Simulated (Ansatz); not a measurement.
Total energies of `[SiH3]N[SiH2][GaH2]`.

```xyz
12

Si   -0.6006    1.0452   -1.1049
N    -1.1088    0.5846    0.4576
Si   -0.2130   -0.5675    1.4277
Ga    1.5529   -1.1388   -0.1250
H     0.5989    0.1714   -1.4223
H    -1.5967    0.7864   -2.1767
H    -0.1240    2.4473   -1.2296
H    -1.9417    1.0096    0.8402
H    -1.1100   -1.6894    1.8352
H     0.2302    0.0693    2.7038
H     2.9112   -0.3463   -0.1171
H     1.4016   -2.3719   -1.0888
```

Total charge 0; spin multiplicity 1. Correlated methods include outer-core shells of Ga, which these sets cover unevenly. Scalar relativity is left out up to krypton. Geometry: relaxed with PBE0-D4/def2-TZVP. It is one conformer, not always the lowest. Basis def2-TZVPP, Ansatz.

RPA on PBE orbitals: Hartree–Fock energy of these orbitals -2560.21832 Eh, correlation -1.23175 Eh (frozen core).

| functional | energy without D4 (Eh) | D4 term (kJ/mol) |
| --- | --- | --- |
| r2SCANh | -2563.35599 | -8.1 |
| HSE06 (plane-wave form) | -2562.88265 | -25.5 |

Q: Give the same for LDA (SPW92), PBE, revPBE, BLYP, r2SCAN, B97M-V, PBE0, B3LYP, r2SCAN0, BHLYP, CAM-B3LYP, LC-ωPBE, ωB97X-V, ωB97M-V, B2PLYP, PBE-QIDH. (Best estimate.)

A: Ansatz gave: 
```json
{"functional": "LDA (SPW92)", "energy without D4 (Eh)": "-2557.60703", "D4 term (kJ/mol)": "–"}
{"functional": "PBE", "energy without D4 (Eh)": "-2562.79051", "D4 term (kJ/mol)": "-31.5"}
{"functional": "revPBE", "energy without D4 (Eh)": "-2563.18152", "D4 term (kJ/mol)": "-83.2"}
{"functional": "BLYP", "energy without D4 (Eh)": "-2563.49465", "D4 term (kJ/mol)": "-67.3"}
{"functional": "r2SCAN", "energy without D4 (Eh)": "-2563.37228", "D4 term (kJ/mol)": "-7.5"}
{"functional": "B97M-V", "energy without D4 (Eh)": "-2562.94936", "D4 term (kJ/mol)": "–"}
{"functional": "PBE0", "energy without D4 (Eh)": "-2562.90028", "D4 term (kJ/mol)": "-26.9"}
{"functional": "B3LYP", "energy without D4 (Eh)": "-2563.57057", "D4 term (kJ/mol)": "-51.3"}
{"functional": "r2SCAN0", "energy without D4 (Eh)": "-2563.33317", "D4 term (kJ/mol)": "-9.1"}
{"functional": "BHLYP", "energy without D4 (Eh)": "-2563.41060", "D4 term (kJ/mol)": "-44.4"}
{"functional": "CAM-B3LYP", "energy without D4 (Eh)": "-2563.57305", "D4 term (kJ/mol)": "-27.9"}
{"functional": "LC-ωPBE", "energy without D4 (Eh)": "-2563.00869", "D4 term (kJ/mol)": "–"}
{"functional": "ωB97X-V", "energy without D4 (Eh)": "-2563.18613", "D4 term (kJ/mol)": "–"}
{"functional": "ωB97M-V", "energy without D4 (Eh)": "-2563.28172", "D4 term (kJ/mol)": "–"}
{"functional": "B2PLYP", "energy without D4 (Eh)": "-2562.81121", "D4 term (kJ/mol)": "–"}
{"functional": "PBE-QIDH", "energy without D4 (Eh)": "-2562.38913", "D4 term (kJ/mol)": "–"}
```

B3LYP takes the VWN-RPA correlation (the form of Gaussian; ORCA's B3LYP/G). HSE06 is the plane-wave form, built on full-range PBE exchange. The double hybrids freeze the cores in their second-order part.

LC-ωPBE has ω = 0.4 bohr⁻¹.
